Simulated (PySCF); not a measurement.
[Au(CO)(H)], neutral singlet in the gas phase. 

Cartesian coordinates (Å):
```xyz
4

Au     0.0113     0.1112     0.0058
O     -0.6207     3.0983    -0.6494
C     -0.3882     2.0021    -0.4088
H      0.3377    -1.4380     0.3451
```
Charge 0, multiplicity 1.

All levels are single points at this geometry (PBE-D3(BJ)/def2-SVP); Pople sets use spherical d functions. Orbital energies aren't observables, and empty levels follow the basis.

BP86/6-31G* (LANL2DZ on Au) in PySCF gives HOMO (eV) = -7.13.

Question: Estimate the HOMO (eV) from each of these levels: B3LYP-D3(BJ)/def2-TZVP in PySCF; TPSSh-D3(BJ)/def2-TZVP in PySCF; B3LYP/6-31G* (LANL2DZ on Au) in PySCF; M06-2X/6-31G* (LANL2DZ on Au) in PySCF; PBE/6-31G* (LANL2DZ on Au) in PySCF.

Answer: 
```csv
level,HOMO (eV)
B3LYP-D3(BJ)/def2-TZVP in PySCF,-7.67
TPSSh-D3(BJ)/def2-TZVP in PySCF,-7.24
B3LYP/6-31G* (LANL2DZ on Au) in PySCF,-7.77
M06-2X/6-31G* (LANL2DZ on Au) in PySCF,-8.77
PBE/6-31G* (LANL2DZ on Au) in PySCF,-6.97
```
